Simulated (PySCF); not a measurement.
**How methods differ on the ionisation energy of Pt²⁺**

Pt²⁺ [Xe] 4f14 5d8 (3F) → Pt³⁺ [Xe] 4f14 5d7 (4F), as a difference of total energies. All numbers are calculated (PySCF 2.14, scalar relativity through the core potential, in aug-cc-pVDZ-PP with ECP60MDF (5s5p4d2f, 54 functions)). Correlated levels: valence: 5s2 5p6 frozen. The calculations carry no spin-orbit coupling.

```tsv
method	ionisation energy (eV)
UHF	29.174
MP2 (valence)	30.507
SCS-MP2 (valence)	30.510
CCSD (valence)	30.428
CCSD(T) (valence)	30.469
```

Q: How much does correlation contribute at CCSD(T) (valence)?

A: 30.469 − (29.174) = 1.295 eV, measured against UHF.

The reference lies between the lowest fine-structure levels, while these numbers refer to the centres of the terms.

Errors of the correlated levels include the incompleteness of this basis and the frozen core.

For comparison: 29 ± 1.6 eV (theoretical estimate listed by NIST; NIST Atomic Spectra Database, ionization energies).
